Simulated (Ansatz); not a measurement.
C2H3O2, SMILES CC([O])=O, multiplicity 2.

The structure is a stationary point at PBE-D3(BJ)/def2-SVP. The isomer is the one that the SMILES or the coordinates give; other isomers of the formula were not compared.

Two levels are set side by side: PBE/def2-SVPD (Ansatz, an electronic-structure program) and PBE0/def2-SVPD (Ansatz). Energy differences of separate SCF runs at the same geometry; the states with an electron removed or added have multiplicity 3 and 1. Differences are taken from unrounded values.

```tsv
quantity	PBE0	PBE	PBE minus PBE0
vertical ionisation energy (eV)	10.96	11.14	0.17
vertical electron affinity (eV)	3.14	2.88	-0.26
```
